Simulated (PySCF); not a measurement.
Working out the ionisation energy of Ge⁺

Ge⁺ [Ar] 3d10 4s2 4p1 (2P) → Ge²⁺ [Ar] 3d10 4s2 (1S). All numbers are calculated (PySCF 2.14, no relativity, point nucleus, in def2-TZVPPD (7s5p5d1f, 54 functions)). Frozen: [Ne]. Energies in hartree (1 hartree = 27.21139 eV):

```csv
part,Ge⁺ (lower),Ge²⁺ (upper)
UHF,-2075.048064,-2074.488797
CCSD correlation,-0.295904,-0.281380
(T),-0.007339,-0.006355
```

Question: What does Hartree-Fock give?

Answer: (-2074.488797) − (-2075.048064) = 0.559267 hartree = 15.218 eV.

Question: What do CCSD and CCSD(T) give?

Answer: The CCSD correlation energies differ by 0.014524 hartree = 0.395 eV and the triples by 0.000984 hartree = 0.027 eV, so CCSD gives 15.613 eV and CCSD(T) 15.640 eV.

Measured between the centres of the two terms (NIST): 15.789 eV, so CCSD(T) (valence and next inner shell) is off by -0.149 eV.

The calculation is non-relativistic.

What remains against the reference includes basis incompleteness, the frozen core and higher excitations.
